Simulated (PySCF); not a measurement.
Compound: C₅H₇F₃O₂.
Atom-mapped SMILES: `[F:1][C:2]([F:3])([F:4])[C@H:5]1[CH2:6][O:7][CH2:8][CH2:9][O:10]1` (hydrogens: H11 on C5; H12, H13 on C6; H14, H15 on C8; H16, H17 on C9)

The same species was optimised twice, with GFN2-xTB and with PBE0-D3(BJ)/def2-SVP (PySCF), and the same property calculations (PySCF, gas phase) were run on both structures.

```csv
coordinate,GFN2-xTB,PBE0-D3(BJ)/def2-SVP,change
C8–C9 (Å),1.529,1.515,-0.014
C5–C6 (Å),1.538,1.525,-0.013
C5–O10 (Å),1.408,1.398,-0.010
C2–C5 (Å),1.526,1.516,-0.010
C9–O10 (Å),1.418,1.409,-0.009
O7–C8 (Å),1.415,1.406,-0.009
F1–C2 (Å),1.344,1.339,-0.005
C2–F4 (Å),1.334,1.328,-0.006
C6–O7 (Å),1.405,1.401,-0.004
C2–F3 (Å),1.335,1.333,-0.002
F1–C2–F4 (°),106.6,108.0,+1.4
C2–C5–C6 (°),111.0,112.4,+1.4
F1–C2–C5 (°),110.8,109.5,-1.3
F1–C2–F3 (°),106.6,107.7,+1.1
C5–O10–C9 (°),110.7,111.6,+0.9
F4–C2–C5 (°),112.5,111.6,-0.9
F3–C2–C5 (°),112.7,111.9,-0.8
C6–O7–C8 (°),110.8,111.5,+0.7
F1–C2–C5–C6 (°),61,59,-2
```

Rotational constants: A = 2633, B = 927.2, C = 804.3 MHz (GFN2-xTB) against A = 2642, B = 938.4, C = 813.9 MHz (PBE0-D3(BJ)/def2-SVP). Point groups within 0.08 Å: C1 and C1.

On the GFN2-xTB structure: HOMO (eV) -7.45 [PBE0/pcSseg-1]; LUMO (eV) 1.46 [PBE0/pcSseg-1]; dipole (D) 2.55 [PBE0/pcSseg-1]; GIAO shielding of F1/F3/F4 (mean) (ppm) 264.8 [PBE0/pcSseg-1]; GIAO shielding of C2 (ppm) 54.8 [PBE0/pcSseg-1]; GIAO shielding of C5 (ppm) 108.7 [PBE0/pcSseg-1]; GIAO shielding of C6 (ppm) 117.6 [PBE0/pcSseg-1]; GIAO shielding of O7 (ppm) 304.5 [PBE0/pcSseg-1]; GIAO shielding of C8 (ppm) 116.9 [PBE0/pcSseg-1]; GIAO shielding of C9 (ppm) 116.3 [PBE0/pcSseg-1]; GIAO shielding of O10 (ppm) 289.1 [PBE0/pcSseg-1].

What do these properties become on the PBE0-D3(BJ)/def2-SVP structure?

| property | level | on GFN2-xTB | on PBE0-D3(BJ)/def2-SVP | change |
| --- | --- | --- | --- | --- |
| HOMO (eV) | PBE0/pcSseg-1 | -7.45 | -7.44 | +0.01 |
| LUMO (eV) | PBE0/pcSseg-1 | 1.46 | 1.48 | +0.02 |
| dipole (D) | PBE0/pcSseg-1 | 2.55 | 2.36 | -0.19 |
| energy, GFN2-xTB geometry as zero (kcal/mol) | PBE0/pcSseg-1 | 0.0 | -0.3 | -0.3 |
| GIAO shielding of F1/F3/F4 (mean) (ppm) | PBE0/pcSseg-1 | 264.8 | 269.4 | +4.6 |
| GIAO shielding of C2 (ppm) | PBE0/pcSseg-1 | 54.8 | 56.3 | +1.5 |
| GIAO shielding of C5 (ppm) | PBE0/pcSseg-1 | 108.7 | 110.0 | +1.3 |
| GIAO shielding of C6 (ppm) | PBE0/pcSseg-1 | 117.6 | 118.4 | +0.8 |
| GIAO shielding of O7 (ppm) | PBE0/pcSseg-1 | 304.5 | 306.3 | +1.8 |
| GIAO shielding of C8 (ppm) | PBE0/pcSseg-1 | 116.9 | 117.3 | +0.4 |
| GIAO shielding of C9 (ppm) | PBE0/pcSseg-1 | 116.3 | 116.6 | +0.3 |
| GIAO shielding of O10 (ppm) | PBE0/pcSseg-1 | 289.1 | 291.6 | +2.5 |

The heavy atoms differ by 0.021 Å rms after alignment. Among bonds between heavy atoms C5–C6 and C8–C9 change most and about equally (-0.014 to -0.013 Å). Changes are differences of the printed values. Neither structure is proved a minimum here.
